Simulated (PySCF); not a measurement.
Electron correlation in O⁺ (oxygen, charge +1)

[He] 2s2 2p3, high-spin 4S determinant. Computed with PySCF 2.14 in x2c-SVPall, with the spin-free X2C one-electron Hamiltonian (Gaussian nucleus). Frozen: 1s2; 5 electrons correlated.

MP2 pair energies summed by pair of shells (mhartree):

| pair | energy | share (%) |
| --- | --- | --- |
| 2s-2p | -45.34 | 65.7 |
| 2p-2p | -16.54 | 24.0 |
| 2s-2s | -7.11 | 10.3 |

Total MP2 correlation energy: -68.98 mhartree.

Same-spin part -19.32 and opposite-spin part -49.66 mhartree; SCS-MP2 scales them by 1/3 and 6/5 to -66.03 mhartree.

```json
{"level": "CCSD", "correlation energy (mhartree)": "-83.93"}
{"level": "(T)", "correlation energy (mhartree)": "-0.57"}
{"level": "CCSD(T)", "correlation energy (mhartree)": "-84.50"}
```

Diagnostics: T1 = 0.0038, D1 = 0.0069, largest double amplitude 0.035.

Cost of the coupled-cluster step: 0.07 s of wall time on 1 thread of Neoverse-V2 (shared host), for 5 correlated electrons.
